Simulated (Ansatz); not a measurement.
Start from `FCCCOCF` and change one atom or group to get `FCOCS`.

Ansatz, PBE0-D4/def2-TZVP geometries, multiplicity 1. Each molecule was computed in one conformer, which needn't be the lowest.

```
                             property  `FCCCOCF`
  HOMO–LUMO gap (PBE/def2-TZVPP) / eV       7.43
    LUMO energy (PBE/def2-TZVPP) / eV       0.47
HOMO energy (ωB97M-V/def2-TZVPP) / eV     -10.95
 HOMO–LUMO gap (PBE0/def2-TZVPP) / eV       9.88
  HOMO energy (B3LYP/def2-TZVPP) / eV      -8.32
    HOMO energy (PBE/def2-TZVPP) / eV      -6.97
```

(1) Give the same properties after the change, and the shifts. (Best estimate.)

Answers

(1) Computed: 
```tsv
property	`FCOCS`	shift
HOMO–LUMO gap (PBE/def2-TZVPP) / eV	5.50	-1.93
LUMO energy (PBE/def2-TZVPP) / eV	-0.61	-1.08
HOMO energy (ωB97M-V/def2-TZVPP) / eV	-9.62	1.33
HOMO–LUMO gap (PBE0/def2-TZVPP) / eV	7.73	-2.15
HOMO energy (B3LYP/def2-TZVPP) / eV	-7.12	1.20
HOMO energy (PBE/def2-TZVPP) / eV	-6.11	0.86
```

With PBE0 the HOMO rises by 1.19 eV and the LUMO falls by 0.97 eV, so the gap narrows by about 2.16 eV. PBE moves the HOMO by 0.86 eV and ωB97M-V by 1.33 eV.

B3LYP here is the variant with VWN-RPA as its local correlation; programs differ in this.
